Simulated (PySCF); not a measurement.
CHCl2 (SMILES Cl[CH-]Cl), charge -1, singlet, geometry from GFN2-xTB (in this run its highest filled SCF level lies above zero, so its values depend strongly on the basis, on diffuse functions most of all). Base run: SVWN5/6-31G in PySCF.

Geometry (Å):
```xyz
4

C     -0.1231    -0.0110     0.9051
Cl    -0.0014     1.4667    -0.1818
Cl    -0.0078    -1.4617    -0.2181
H      0.8950    -0.0190     1.3687
```
Charge -1, spin multiplicity 1.
All else is at PySCF's defaults.

The base run was repeated with changes; each row names its change, and settings that it needs were set with it.

| change | E (Eh) | HOMO (eV) | HOMO-LUMO gap (eV) |
|---|---|---|---|
| base | -955.64560 | 2.56 | 2.58 |
| functional = hf | -957.29685 | -2.67 | 12.79 |
| functional = b97-1 | -958.88272 | 1.30 | 4.94 |
| functional = revpbe | -958.80446 | 2.55 | 2.88 |
| functional = bp86 | -959.07255 | 2.41 | 2.82 |
| functional = pbe; dispersion = d3bjm | -958.55929 | 2.55 | 2.80 |
| functional = tpssh | -959.01980 | 1.68 | 4.19 |
| functional = pbe0 | -958.63348 | 1.01 | 5.30 |
| functional = tpss | -959.03533 | 2.26 | 3.22 |
| functional = b3lyp; dispersion = d4 | -959.01794 | 1.32 | 4.80 |
| functional = pbe0; dispersion = d4 | -958.63642 | 1.01 | 5.30 |
| functional = pbe; dispersion = d4 | -958.55746 | 2.55 | 2.80 |
| functional = lc_wpbe | -958.69743 | -1.84 | 10.53 |

Absolute energies of different levels of theory aren't comparable as measures of quality.
